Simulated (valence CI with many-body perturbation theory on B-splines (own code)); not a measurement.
**Pr²⁷⁺: calculated level list**

Level of theory: relativistic CI+MBPT: four valence electrons over a frozen Dirac-Fock core [Ar] 3d10, a basis of 11 s, 11 p, 10 d, 8 f, 5 g, 2 h functions for each j, with the one-electron correlation potential Σ1 (screened to all orders), the two-electron term Σ2, the three-electron term Σ3, Breit, model QED; selected single and double excitations, second order for the rest, scaled by the run's own slope (own B-spline code, finite nucleus).

The last digits are not significant, and no measured levels were compared; by estimate large intervals hold to a few tenths of a per cent, small ones and those within an open d or f shell to about a per cent. Among the levels kept, up to 510 cm⁻¹ of a level comes from second order outside the variational space, and about a tenth of that is noise between levels of different J, which matters for small intervals.

Levels 136 to 180 of 181, with energies above the lowest level, (4s^2 4p1/2^2) J=0. "Leading %" is the weight of the configuration and term that name the level; weights of strongly mixed levels are sums over their largest components and can fall short. In the jj column 3d3/2^4 stands for four electrons in 3d with j = 3/2.

| No. | Configuration | Term | J | E (eV) | Leading % | Leading jj | Second component |
| --- | --- | --- | --- | --- | --- | --- | --- |
| 136 | 4s 4p2 4f | 3D° | 3 | 319.56 | 16 | 4s 4p1/2^2 4f7/2 (37 %) | 16 % 4s 4p2 4f 3G° |
| 137 | 4p3 4d | 3D° | 3 | 320.54 | 17 | 4s 4p1/2 4d3/2 4d5/2 (44 %) | 14 % 4s 4p 4d2 5G° |
| 138 | 4s 4p 4d2 | 5G° | 4 | 320.97 | 58 | 4s 4p1/2 4d3/2 4d5/2 (61 %) | 12 % 4s 4p 4d2 5F° |
| 139 | 4p3 4d | 3P° | 1 | 321.62 | 37 | 4p1/2 4p3/2^2 4d3/2 (33 %) | 19 % 4s 4p 4d2 5D° |
| 140 | 4s 4p 4d2 | 5D° | 2 | 322.54 | 23 | 4s 4p1/2 4d3/2 4d5/2 (64 %) | 8 % 4s 4p 4d2 5F° |
| 141 | 4s 4p 4d2 | 5D° | 0 | 323.05 | 73 | 4s 4p1/2 4d3/2^2 (41 %) | 11 % 4p3 4d 3P° |
| 142 | 4s 4p 4d2 | 5P° | 1 | 323.10 | 23 | 4s 4p1/2 4d3/2 4d5/2 (60 %) | 20 % 4s 4p 4d2 5D° |
| 143 | 4s 4p 4d2 | 5F° | 1 | 323.83 | 17 | 4p1/2 4p3/2^2 4d5/2 (31 %) | 16 % 4s 4p 4d2 5D° |
| 144 | 4p3 4d | 3F° | 2 | 324.14 | 21 | 4p1/2 4p3/2^2 4d5/2 (53 %) | 14 % 4p3 4d 3D° |
| 145 | 4p3 4d | 3D° | 2 | 324.71 | 37 | 4p1/2 4p3/2^2 4d5/2 (65 %) | 18 % 4p3 4d 3P° |
| 146 | 4p3 4d | 1F° | 3 | 324.89 | 16 | 4s 4p1/2 4d3/2 4d5/2 (37 %) | 15 % 4s 4p 4d2 5D° |
| 147 | 4p3 4d | 3F° | 3 | 325.62 | 32 | 4p1/2 4p3/2^2 4d5/2 (50 %) | 15 % 4p3 4d 1F° |
| 148 | 4s 4p 4d2 | 5F° | 1 | 326.12 | 42 | 4s 4p1/2 4d3/2^2 (49 %) | 17 % 4s 4p 4d2 5D° |
| 149 | 4s 4p 4d2 | 5G° | 5 | 326.41 | 40 | 4s 4p1/2 4d3/2 4d5/2 (42 %) | 12 % 4s 4p 4d2 5F° |
| 150 | 4p3 4d | 3D° | 3 | 327.09 | 21 | 4p1/2 4p3/2^2 4d5/2 (65 %) | 20 % 4p3 4d 1F° |
| 151 | 4s 4p 4d2 | 3H° | 4 | 327.71 | 48 | 4s 4p1/2 4d3/2 4d5/2 (50 %) | 12 % 4s 4p2 4f 3H° |
| 152 | 4s 4p 4d2 | 5D° | 2 | 327.87 | 21 | 4s 4p1/2 4d3/2 4d5/2 (35 %) | 20 % 4s 4p 4d2 5F° |
| 153 | 4s 4p 4d2 | 5P° | 1 | 328.22 | 34 | 4s 4p1/2 4d3/2^2 (28 %) | 14 % 4p3 4d 3S° |
| 154 | 4p3 4d | 3P° | 2 | 328.67 | 23 | 4p1/2 4p3/2^2 4d5/2 (50 %) | 12 % 4p3 4d 1D° |
| 155 | 4p3 4d | 3D° | 1 | 329.28 | 19 | 4p1/2 4p3/2^2 4d3/2 (47 %) | 18 % 4p3 4d 1P° |
| 156 | 4s 4p 4d2 | 5D° | 4 | 329.62 | 30 | 4s 4p1/2 4d5/2^2 (46 %) | 9 % 4s 4p2 4f 5D° |
| 157 | 4s 4p 4d2 | 3F° | 2 | 330.88 | 38 | 4s 4p1/2 4d3/2 4d5/2 (32 %) | 7 % 4s 4p 4d2 5G° |
| 158 | 4s 4p 4d2 | 3H° | 5 | 331.46 | 20 | 4s 4p1/2 4p3/2 4f7/2 (35 %) | 15 % 4s 4p2 4f 5G° |
| 159 | 4s 4p 4d2 | 5D° | 3 | 331.51 | 26 | 4s 4p1/2 4d3/2 4d5/2 (56 %) | 14 % 4s 4p 4d2 5F° |
| 160 | 4s 4p 4d2 | 3G° | 3 | 333.31 | 24 | 4s 4p1/2 4d3/2 4d5/2 (41 %) | 13 % 4s 4p 4d2 5D° |
| 161 | 4s 4p2 4f | 5G° | 4 | 333.92 | 32 | 4s 4p1/2 4p3/2 4f5/2 (50 %) | 16 % 4s 4p 4d2 3F° |
| 162 | 4s 4p 4d2 | 5D° | 2 | 334.10 | 24 | 4s 4p1/2 4d3/2 4d5/2 (60 %) | 23 % 4s 4p 4d2 5P° |
| 163 | 4s 4p2 4f | 5G° | 5 | 334.22 | 34 | 4s 4p1/2 4p3/2 4f7/2 (64 %) | 27 % 4s 4p2 4f 5F° |
| 164 | 4s 4p2 4f | 5G° | 3 | 334.43 | 27 | 4s 4p1/2 4p3/2 4f5/2 (60 %) | 15 % 4s 4p2 4f 5D° |
| 165 | 4s 4p 4d2 | 3D° | 1 | 334.55 | 43 | 4s 4p1/2 4d3/2 4d5/2 (24 %) | 12 % 4s 4p2 4f 5F° |
| 166 | 4s 4p2 4f | 5F° | 2 | 334.66 | 31 | 4s 4p1/2 4p3/2 4f5/2 (56 %) | 14 % 4s 4p2 4f 5D° |
| 167 | 4s 4p2 4f | 5D° | 4 | 334.70 | 18 | 4s 4p1/2 4p3/2 4f7/2 (33 %) | 15 % 4s 4p2 4f 5G° |
| 168 | 4s 4p2 4f | 5F° | 1 | 335.27 | 61 | 4s 4p1/2 4p3/2 4f5/2 (75 %) | 9 % 4s 4p2 4f 5D° |
| 169 | 4s 4p2 4f | 5G° | 6 | 335.85 | 46 | 4s 4p1/2 4p3/2 4f7/2 (75 %) | 33 % 4s 4p2 4f 3H° |
| 170 | 4s 4p 4d2 | 3F° | 3 | 336.32 | 16 | 4s 4p1/2 4d5/2^2 (38 %) | 12 % 4s 4p 4d2 5D° |
| 171 | 4s 4p 4d2 | 3D° | 2 | 336.54 | 19 | 4s 4p1/2 4d5/2^2 (46 %) | 14 % 4s 4p 4d2 3P° |
| 172 | 4s 4p 4d2 | 3G° | 3 | 338.24 | 18 | 4s 4p1/2 4p3/2 4f5/2 (21 %) | 12 % 4s 4p2 4f 3D° |
| 173 | 4s 4p2 4f | 3G° | 5 | 338.45 | 40 | 4s 4p1/2 4p3/2 4f7/2 (62 %) | 33 % 4s 4p2 4f 5F° |
| 174 | 4s 4p2 4f | 3G° | 4 | 338.94 | 46 | 4s 4p1/2 4p3/2 4f5/2 (56 %) | 12 % 4s 4p2 4f 5D° |
| 175 | 4s 4p2 4f | 5D° | 0 | 339.08 | 41 | 4s 4p1/2 4p3/2 4f5/2 (56 %) | 21 % 4s 4p2 4f 3P° |
| 176 | 4s 4p2 4f | 3F° | 3 | 339.29 | 31 | 4s 4p1/2 4p3/2 4f5/2 (52 %) | 22 % 4s 4p2 4f 5F° |
| 177 | 4s 4p2 4f | 5D° | 2 | 339.35 | 31 | 4s 4p1/2 4p3/2 4f5/2 (59 %) | 14 % 4s 4p2 4f 3F° |
| 178 | 4s 4p2 4f | 5D° | 1 | 339.49 | 43 | 4s 4p1/2 4p3/2 4f5/2 (62 %) | 17 % 4s 4p2 4f 3P° |
| 179 | 4s 4p2 4f | 3F° | 4 | 339.99 | 32 | 4s 4p1/2 4p3/2 4f7/2 (57 %) | 16 % 4s 4p2 4f 5F° |
| 180 | 4s 4p2 4f | 3G° | 3 | 340.62 | 22 | 4s 4p1/2 4p3/2 4f7/2 (31 %) | 10 % 4s 4p 4d2 3F° |

Where two levels of one J and parity lie close, their mixing, g and order are uncertain.
